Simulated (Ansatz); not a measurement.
`C#[C][Ga]([Cl])[Cl]` + `CNC` → `C[N](C)[Ga]([Cl])[Cl]` + `C#C` at 400 K and 1 bar (ligand exchange at a Ga–C bond).

Calculated with Ansatz (gas phase, PBE0-D4/def2-TZVP geometries, no zero-point term in ΔE). CCSD(T)/CBS adds triple-zeta CCSD(T) − MP2 to the extrapolated MP2 energy (def2 sets, frozen cores). This one scheme is used for every species. For Ga outer-core shells are correlated without core-valence functions, which leaves a few kJ/mol of doubt a bond. Scalar relativity is left out up to krypton. One conformer a species, not always the lowest.

```
                species  CCSD(T)/CBS energy (Eh)  H − E (kJ/mol)  S (J/(mol·K))
  `C#[C][Ga]([Cl])[Cl]`              -2920.25663            86.5          383.9
                  `CNC`               -135.00321           264.6          293.2
`C[N](C)[Ga]([Cl])[Cl]`              -2978.03927           263.1          437.0
                  `C#C`                -77.22717            85.5          213.8
```

H − E and S are ideal-gas, rigid-rotor, harmonic terms from PBE0-D4/def2-TZVP, for one conformer and one mirror image of each species. 1 Eh = 2625.50 kJ/mol, R = 8.31446 J/(mol·K).

Problem. By hand: ΔE, ΔH, ΔS and ΔG.

Solution. ΔE = (-2978.03927) + (-77.22717) − (-2920.25663) − (-135.00321) = -0.00660 Eh = -17.3 kJ/mol. Δ(H − E) = 263.1 + 85.5 − 86.5 − 264.6 = -2.5, so ΔH = -19.8 kJ/mol. ΔS = 437.0 + 213.8 − 383.9 − 293.2 = -26.3 J/(mol·K). ΔG = -19.8 − 400 × (-26.3)/1000 = -9.3 kJ/mol.

Problem. By hand: the equilibrium constant, and the temperature at which ΔG would vanish if ΔH and ΔS stayed fixed.

Solution. log₁₀ K = −ΔG/(RT ln 10) = 1.2. ΔG = 0 at ΔH/ΔS = 753 K.

TΔS isn't small against ΔH here. A doubt of 5 kJ/mol in ΔE shifts log₁₀ K by 0.7 here. Other conformers and mirror images would add mixing entropy, several J/(mol·K) or more a flexible species. These are equilibria of isolated gas molecules and say nothing of rates. Largest T1 diagnostic: 0.013 (customary marks: 0.02 for closed shells, 0.045 for open ones).
